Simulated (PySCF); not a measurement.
C2H6SSe, SMILES CSC[SeH], singlet at its B3LYP/def2-SVP optimised geometry (Å):

```
10

C      1.4196    -0.6169     0.0000
S     -0.3992    -0.6169     0.0000
C     -0.7394     1.1622     0.0000
Se    -0.1983     2.2104    -1.6023
H      1.7358    -1.6659    -0.0897
H      1.8030    -0.0476    -0.8602
H      1.8234    -0.2000     0.9359
H     -1.8234     1.2663     0.1393
H     -0.2352     1.6659     0.8387
H     -1.0001     1.4010    -2.5406
```

Level of theory: B3LYP/def2-TZVP (PySCF).

Map of the electrostatic potential (hartree/e), clipped to [-0.08, 0.12] on the plane z = 0.6 Å:

```
|1111111111111111111111111111111|
|1111111111111112222211111111111|
|1111111111111222222222111111111|
|1111111111122222222222111111111|
|1111111122222333333222211111111|
|1111222222233455443322221111111|
|1122222333346788653322221111111|
|1222233445579999964322221111111|
|1222345788999999974332222111111|
|2222358999999999984332222211111|
|2223469999999999974332222221111|
|2223359999999999964333222222111|
|1222346999999999854444332222111|
|1222334578999999865567754322211|
|1122223446999999987999996322211|
|1112222346999999999999999432211|
|1111122246999999999999999532211|
|1111111236999999999999999532211|
|1111111125999999999999997422211|
|1111111113899999999999995322211|
|1111000001499999999999974322211|
|1110000000147999866799974322211|
|1110000000012455444568864322211|
|1100000000001223333456654322211|
|1100000000000112222334443222211|
|1100000000000011122233332222211|
|1100000000000011112222222222111|
|1110000000000011111222222222111|
|1110000000000111111122222211111|
|1111000000001111111111111111111|
|1111110000011111111111111111111|
```
Scale: ten equal steps from -0.019 (start of '0') to 0.120 (end of '9'), in the order '0123456789'; x runs from -4.00 to 4.00, y from -4.00 (bottom) to 4.00 (top).
